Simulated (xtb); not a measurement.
Input file for xtb: GFN2-xTB on AlRu, 2S+1 = 4, a spin state set in the input, which need not be the lowest, a point of a bond scan (R = 2.320 Å).

```
$ xtb mol.xyz --gfn 2 --sp --chrg 0 --uhf 3
2

Ru     0.00000000     0.00000000     0.00000000
Al     0.00000000     0.00000000     2.32000800
```

The head of its log:

```
[...]
           -------------------------------------------------
          |                Calculation Setup                |
           -------------------------------------------------



           -------------------------------------------------
          |                 G F N 2 - x T B                 |
           -------------------------------------------------

        Reference                      10.1021/acs.jctc.8b01176
      * Hamiltonian:
        H0-scaling (s, p, d)           1.850000    2.230000    2.230000
        zeta-weighting                 0.500000
      * Dispersion:
        s8                             2.700000
        a1                             0.520000
        a2                             5.000000
        s9                             5.000000
      * Repulsion:
        kExp                           1.500000    1.000000
        rExp                           1.000000
      * Coulomb:
        alpha                          2.000000
        third order                    shell-resolved
        anisotropic                    true
        a3                             3.000000
        a5                             4.000000
        cn-shift                       1.200000
        cn-exp                         4.000000
        max-rad                        5.000000


          ...................................................
          :                      SETUP                      :
          :.................................................:
          :  # basis functions                  20          :
          :  # atomic orbitals                  18          :
          :  # shells                            6          :
          :  # electrons                        11          :
          :  max. iterations                   250          :
          :  Hamiltonian                  GFN2-xTB          :
          :  restarted?                      false          :
          :  GBSA solvation                  false          :
          :  PC potential                    false          :
          :  electronic temp.          300.0000000     K    :
          :  accuracy                    1.0000000          :
          :  -> integral cutoff          0.2500000E+02      :
          :  -> integral neglect         0.1000000E-07      :
          :  -> SCF convergence          0.1000000E-05 Eh   :
          :  -> wf. convergence          0.1000000E-03 e    :
          :  Broyden damping             0.4000000          :
          :  net charge                          0          :
          :  unpaired electrons                  3          :
          ...................................................

 iter      E             dE          RMSdq      gap      omega  full diag
   1     -2.5861409 -0.258614E+01  0.430E+01    1.23       0.0  T
   2      7.8559695  0.104421E+02  0.712E+01    0.00       1.0  T
```

Problem. Predict the final total energy.

Solution. -4.0069 hartree.
